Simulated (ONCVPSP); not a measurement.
**Ti (Z = 22) ONCV: all-electron and pseudo phase curves**

- Element: Ti
- Generator: ONCVPSP 4.0.1
- Type: optimised norm-conserving Vanderbilt (ONCV)
- Functional: PBEsol
- Relativity: scalar-relativistic
- Frozen core: [Ne]
- Valence charge: 12
- Reference configuration: 3s2 3p6 3d2 4s2
- Partial waves: 3s+4s: rc 1.60 bohr, ncon 5, nbas 10, qcut 6.9 1/bohr, 2 projectors; 3p: rc 1.05 bohr, ncon 3, nbas 7, qcut 6.6 1/bohr, 1 projector; 3d: rc 2.10 bohr, ncon 5, nbas 10, qcut 6.6 1/bohr, 2 projectors, debl 0.3 Ha
- Local potential: polynomial inside 0.95 bohr (lpopt 5, dvloc0 -1 Ha)
- Core correction: none

The phase is arctan(r·R′/R) of the radial function R(r), unwrapped; energies in Ha, scanned from -4 to 5 Ha. A pole is an energy at which the radial function vanishes at the test radius. The pseudo phase is shifted by a multiple of π to meet the all-electron one at the reference energy, and phase errors are pseudo minus all-electron; the curves can meet again beyond the range given. Levels narrower than the energy grid can be missing from the lists of poles.

Question: For each channel, where are the poles, and over which energies does the pseudopotential scatter like the atom?

Answer:

| channel | radius (bohr) | reference energy (Ha) | poles, all-electron | poles, pseudo | unbroken range about the reference energy with phases within 0.05 rad | phase error 1 Ha above the reference energy (rad) |
| --- | --- | --- | --- | --- | --- | --- |
| s | 1.62 | -0.16 | -1.79 | -1.79 | the whole range | -0.000 |
| p | 1.07 | -1.42 | 2.89 | 2.58 | below 4.5 | -0.002 |
| d | 2.13 | -0.16 | 0.15, 3.75 | 0.15, 3.50 | below 4.1 | -0.002 |

Phases in the s channel:

```tsv
E (Ha)	all-electron	pseudo
-3.98	1.104	1.104
-3.74	1.035	1.035
-3.50	0.927	0.927
-3.26	0.735	0.735
-3.02	0.345	0.345
-2.78	-0.367	-0.367
-2.54	-0.988	-0.988
-2.30	-1.298	-1.298
-2.06	-1.460	-1.460
-1.82	-1.560	-1.560
-1.58	-1.631	-1.631
-1.34	-1.687	-1.687
-1.10	-1.735	-1.735
-0.86	-1.780	-1.780
-0.62	-1.825	-1.825
-0.38	-1.873	-1.873
-0.14	-1.927	-1.927
0.10	-1.991	-1.991
0.34	-2.070	-2.070
0.58	-2.173	-2.173
0.82	-2.312	-2.312
1.06	-2.505	-2.506
1.30	-2.774	-2.777
1.54	-3.115	-3.119
1.78	-3.470	-3.476
2.02	-3.767	-3.773
2.26	-3.983	-3.990
2.50	-4.137	-4.143
2.74	-4.247	-4.253
2.98	-4.328	-4.334
3.22	-4.391	-4.397
3.46	-4.440	-4.446
3.70	-4.480	-4.486
3.94	-4.513	-4.520
4.18	-4.541	-4.548
4.42	-4.565	-4.573
4.66	-4.586	-4.595
4.90	-4.605	-4.615
```
